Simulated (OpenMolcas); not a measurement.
Cr2+: the spin-orbit constant, Racah parameters, worked from levels

```
Program             : OpenMolcas 26.06
Basis               : ANO-R2 [6s4p4d2f]
Scalar Hamiltonian  : X2C, finite nucleus
Active space        : 10 electrons in 8 orbitals (RAS1 3p, at most 2 holes; RAS2 3d)
State averaging     : 2S+1 = 5 even, 5 roots; 2S+1 = 3 even, 45 roots; 2S+1 = 1 even, 44 roots
Spin-orbit coupling : RASSI with atomic mean-field integrals over the reference wave functions, term energies averaged over their components
```

Methods: RASSCF; MS-RASPT2, IPEA 0.25 Eh, imaginary shift 0.1 Eh (closed shells correlated: 3s). Measured levels: Sugar and Corliss, J. Phys. Chem. Ref. Data 6, 317 (1977).

**The spin-orbit constant.** For the Hund term 5D of d4, E(J) = (A/2) J(J+1) + constant and ζ = 2S·A = 4A. From J = 0 to J = 4 the energy changes by 10 A.

| Source | E(4) - E(0) | A | ζ |
| --- | --- | --- | --- |
| RASSCF | 655.3 | 65.5 | 262 |
| MS-RASPT2 | 655.3 | 65.5 | 262 |
| measured | 576.1 | 57.6 | 230 |

All in cm-1. MS-RASPT2 is off by +13.7 % and RASSCF by +13.7 %. Both methods take the spin-orbit matrix elements from the reference wave functions, so the second can move ζ only through the term energies and any multistate remixing. Second-order mixing with other terms is absorbed into this ζ.

**Racah parameters.** Above 5D, d4 has 3G at 9B + 4C, 3H at 4B + 4C and 3D at 16B + 4C. The first two fix B and C, and the third tests them; where it misses by thousands of cm-1, two parameters do not describe the configuration (Trees and configuration-interaction terms are left out) and B and C hang on the terms chosen. Term energies are centres of gravity, weighted by 2J + 1.

| Source | 3G | 3H | B | C | C/B | 3D from B, C | 3D found |
| --- | --- | --- | --- | --- | --- | --- | --- |
| RASSCF | 25463 | 21415 | 810 | 4544 | 5.61 | 31136 | 31068 |
| MS-RASPT2 | 21811 | 18041 | 754 | 3756 | 4.98 | 27088 | 27065 |
| measured | 20521 | 17065 | 691 | 3575 | 5.17 | 25356 | 25418 |

Energies in cm-1. From RASSCF to MS-RASPT2, B changes by -6.9 % and C by -17.3 %. Against the measured terms, MS-RASPT2 has B off by +9.1 % and C by +5.1 %.

Term energies are means over components that CASPT2 splits; among the terms shown or strongly mixed into the levels shown the widest spread is 480 cm-1 (3d4 3H, MS-RASPT2). Active for correlation alone: 3p; no level in the range computed is led by a configuration that opens it, so any true level of that kind is missing. Without dynamic correlation excited terms often stand tens of per cent too high (terms of higher spin than the ground term too low), and those without a measured partner can miss by more than the paired ones (holds for RASSCF). Computed and measured levels are paired by configuration, term and J; levels that our copy of the source lacks, or whose pairing is in doubt (as where it misses far off the trend of its configuration), stay unpaired and out of the deviations. Levels of configurations outside the active space are missing.
